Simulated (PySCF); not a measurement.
Compound: C6H8NS (doublet state).
Numbering: `[CH3:1][C@H:2](/[CH:3]=[CH:4]/[C:5]#[N:6])[CH2:7][S:8]` (hydrogens: H9, H10, H11 on C1; H12 on C2; H13 on C3; H14 on C4; H15, H16 on C7)

Structure used (GFN2-xTB), in Å, numbered top down from 1:
```
atom  x, y, z in Å
C1    -0.7154    1.7841   -0.1855
C2    -0.5990    0.3795    0.4199
C3     0.8436   -0.0169    0.4713
C4     1.3953   -1.1115   -0.0496
C5     2.7757   -1.3671    0.0632
N6     3.9008   -1.5730    0.1449
C7    -1.4877   -0.5889   -0.3606
S8    -1.6139   -2.2150    0.4031
H9    -1.7487    2.1218   -0.1691
H10   -0.1144    2.4917    0.3802
H11   -0.3666    1.7820   -1.2162
H12   -0.9622    0.4207    1.4555
H13    1.4779    0.6904    0.9923
H14    0.8310   -1.8722   -0.5724
H15   -1.1194   -0.7223   -1.3797
H16   -2.5046   -0.1943   -0.4086
```

Method: UKS B3LYP, pcH-1 on C H N S, non-relativistic, mean-field spin-orbit, GIAO in PySCF 2.14.0. The structure is a single GFN2-xTB conformer in the gas phase; no vibrational or solvent corrections. The geometry wasn't refined by DFT: couplings that depend on bond lengths, twists or pyramidal angles can differ widely from those at the functional's own minimum, by a factor of two or more for some ions and for spin on atoms past the first row.

Output of the driver script. The program numbers atoms from 0.

```
UKS, coarse grid
  cycle   1  E = -686.28613519  |g| = 3.64e-01
  cycle   2  E = -686.13848604  |g| = 6.85e-01
  cycle   3  E = -686.34235454  |g| = 1.46e-01
  cycle   4  E = -686.35136514  |g| = 4.15e-02
  cycle   5  E = -686.35215528  |g| = 1.12e-02
  cycle   6  E = -686.35222366  |g| = 4.72e-03
  cycle   7  E = -686.35223725  |g| = 2.19e-03
  cycle   8  E = -686.35224141  |g| = 8.72e-04
UKS, final grid
  cycle   1  E = -686.35222333  |g| = 1.22e-03
  cycle   2  E = -686.35222608  |g| = 2.10e-03
  cycle   3  E = -686.35222958  |g| = 5.96e-04
  cycle   4  E = -686.35223297  |g| = 5.89e-04
  cycle   5  E = -686.35224889  |g| = 5.78e-04
  cycle   6  E = -686.35226631  |g| = 4.13e-04
  cycle   7  E = -686.35226782  |g| = 2.97e-04
  cycle   8  E = -686.35227104  |g| = 1.86e-04
  cycle   9  E = -686.35227245  |g| = 1.37e-04
  cycle  10  E = -686.35227247  |g| = 4.50e-05
  cycle  11  E = -686.35227248  |g| = 1.20e-05
E = -686.35227248 Eh   <S^2> = 0.7527 (exact 0.7500)
g shifts (ppm)      1          2          3
  rmc          -224       -224       -224
  gc            -11         44         33
  oz_so           8      18428     441597
  total        -221      18249     441414
hyperfine (MHz)  atom isotope    a_iso     a_fc   dipolar eigenvalues
    0   13C      -1.47      -1.47     -0.31     -0.15      0.46
    1   13C       7.86       7.86     -2.08     -1.38      3.46
    2   13C      -0.16      -0.16     -1.81     -0.54      2.35
    3   13C      10.38      10.38     -2.66     -1.66      4.32
    4   13C       1.75       1.75     -0.61     -0.29      0.91
    5   14N       0.09       0.09     -0.33     -0.14      0.48
    6   13C     -15.55     -15.55     -3.05     -1.48      4.53
    7   33S      16.21      16.21    -88.48    -87.52    176.00
    8    1H      -0.06      -0.06     -1.14     -0.86      2.00
    9    1H       0.43       0.43     -0.77     -0.55      1.32
   10    1H       0.17       0.17     -1.03     -0.73      1.76
   11    1H      -1.29      -1.29     -2.49     -2.09      4.58
   12    1H       2.88       2.88     -1.55     -1.23      2.77
   13    1H       7.00       7.00     -6.37     -2.45      8.82
   14    1H      15.45      15.45     -3.74     -3.13      6.87
   15    1H     102.82     102.82     -5.94     -1.68      7.61
```

Question: Find the weak point of this converged calculation.

Answer: The largest g shift is +0.441, past the limit of 0.03 at which the run flags a species of elements up to argon. The orbital-Zeeman/spin–orbit term is second order, a sum of spin–orbit matrix elements over excitation energies, so it grows and becomes less reliable as an excited state comes close; a shift this large should be checked with a method that treats spin–orbit coupling variationally or among several states. The contact and dipolar couplings don't rest on that expansion, but they belong to the state that the SCF found, and a close-lying state with the spin in another orbital would have other couplings; no stability test was run. The run left out the spin–orbit part of the hyperfine coupling.

Question: Where is the spin in this solution (atoms counted from 1)?

Answer: The largest Mulliken spin population is on S8 (+0.96). ⟨S²⟩ = 0.7527 against the exact 0.7500, so spin contamination is small. 

Question: Average a_iso over equivalent nuclei, turn it into first-order splittings with g = 2.0023, and give the multiplets for abundant isotopes (0.05 mT or more).

Answer: 
| nuclei (from 1) | isotope | I | position | a_iso (MHz) | \|a\| (mT) | splits into |
| --- | --- | --- | --- | --- | --- | --- |
| H16 | 1H | 1/2 | 2 bonds from S8 | 102.8 | 3.67 | 1:1 doublet |
| H15 | 1H | 1/2 | 2 bonds from S8 | 15.5 | 0.55 | 1:1 doublet |
| H14 | 1H | 1/2 | 5 bonds from S8 | 7.0 | 0.25 | 1:1 doublet |
| H13 | 1H | 1/2 | 4 bonds from S8 | 2.9 | 0.10 | 1:1 doublet |

The run took 1.9 min (with the writing of density and orbital grids) on an Arm Neoverse V1 with one thread, shared host, and the process peaked at 0.97 GiB of memory.
